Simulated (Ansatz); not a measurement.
Total energies of GeEtH3 (C₂H₈Ge) from Ansatz at PBE-D4/def2-TZVP, gas phase (1 Eh = 27.2114 eV = 2625.5 kJ/mol). The reference geometry is relaxed at B3LYP-D4/def2-SVP.

```
                 state                      geometry  energy (Eh)
      charge 0 singlet                     reference  -2157.61177
      charge 1 doublet                     reference  -2157.23805
      charge 1 doublet  relaxed at B3LYP-D4/def2-SVP  -2157.26929
free Ge atom (triplet)                             –  -2076.60177
 free C atom (triplet)                             –    -37.79597
 free H atom (doublet)                             –     -0.49962
```

Problem. Work out the vertical ionisation energy to the doublet.

Solution. E(charge 1 doublet) − E(charge 0 singlet) = -2157.23805 − (-2157.61177) = 0.37372 Eh = 10.17 eV. For comparison, −ε of the highest occupied level is 7.05 eV at this level, 3.12 eV less.

Problem. How much does the charge 1 doublet relax, and what is the adiabatic ionisation energy?

Solution. Relaxation: -2157.23805 − (-2157.26929) = 0.03124 Eh = 0.85 eV. Adiabatic ionisation energy: 0.34248 Eh = 9.32 eV, without zero-point energy. 

Problem. What is the binding energy per atom against free atoms?

Solution. Atoms: 1 × (-2076.60177) + 2 × (-37.79597) + 8 × (-0.49962) = -2156.19067 Eh. Binding: -2156.19067 − (-2157.61177) = 1.42110 Eh = 38.67 eV, or 3.52 eV for each of 11 atoms (no zero-point energy, no counterpoise term).
